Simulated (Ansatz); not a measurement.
Wavefunction ladder for C$_{2}$H$_{5}$F$_{2}$GaN, SMILES `[CH2][N](C)[Ga]([F])[F]` radical

```xyz
11

C     0.073   -0.987   -0.999
N    -0.004   -0.243    0.018
C     1.170    0.145    0.764
Ga   -1.861    0.567    0.568
F    -1.272    2.256    0.589
F    -2.663    0.094   -0.964
H     1.031   -1.383   -1.342
H    -0.840   -1.219   -1.541
H     1.071   -0.205    1.794
H     1.210    1.236    0.789
H     2.084   -0.261    0.324
```

The species carries charge 0 and has multiplicity 2. Correlated methods include outer-core shells of Ga, which these sets cover unevenly. Scalar relativity is left out up to krypton. The structure was optimised at the PBE0-D4/def2-TZVP level. It is one conformer, not always the lowest. Frozen core, unrestricted reference, Ansatz.

```
     basis      HF (Eh)  MP2 corr.
  def2-SVP  -2254.78375   -1.01019
def2-TZVPP  -2255.43802   -1.25026
def2-QZVPP  -2255.49456   -1.57978
```

Q: Estimate the CCSD correlation energy and the (T) correction in each basis where they were run (hartree).

A: 
```csv
basis,CCSD corr.,(T)
def2-SVP,-1.03580,-0.02795
def2-TZVPP,-1.26793,-0.04763
```
